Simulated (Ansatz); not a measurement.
Correlation energies of BFH$_{5}$NSi (`B[SiH](N)F`) by basis set

Cartesian coordinates in Å:
```
B 1.466 0.367 0.583
Si -0.469 -0.150 0.475
N -0.906 -0.028 -1.166
F -0.595 -1.635 1.093
H 1.881 1.243 1.282
H 2.263 -0.196 -0.112
H -1.459 0.666 1.220
H -1.854 0.122 -1.469
H -0.326 -0.390 -1.905
```

The species carries charge 0 and has multiplicity 1. The geometry is a stationary point of PBE0-D4/def2-TZVP. It is one conformer, not always the lowest. Frozen core, restricted reference, Ansatz 0.2.0. CBS rows extrapolate triple and quadruple zeta; past MP2 they add the triple-zeta difference.

```json
{"basis": "def2-SVP", "HF (Eh)": "-470.23846", "MP2 corr.": "-0.53064", "CCSD corr.": "-0.57333", "(T)": "-0.01179", "CCSD(T) total": "-470.82358"}
{"basis": "def2-TZVPP", "HF (Eh)": "?", "MP2 corr.": "?", "CCSD corr.": "-0.71930", "(T)": "?", "CCSD(T) total": "?"}
{"basis": "def2-QZVPP", "HF (Eh)": "-470.59465", "MP2 corr.": "-0.73884", "CCSD corr.": "–", "(T)": "–", "CCSD(T) total": "–"}
{"basis": "CBS(def2)", "HF (Eh)": "-470.59718", "MP2 corr.": "?", "CCSD corr.": "-0.81717", "(T)": "as TZ", "CCSD(T) total": "?"}
```

(1) Fill in the withheld values. (An estimate is asked.)

Results:

(1) The calculation gave: def2-TZVPP HF (Eh): -470.57626; def2-TZVPP MP2 corr.: -0.68262; def2-TZVPP (T): -0.02307; def2-TZVPP CCSD(T) total: -471.31863; CBS(def2) MP2 corr.: -0.78049; CBS(def2) CCSD(T) total: -471.43742.
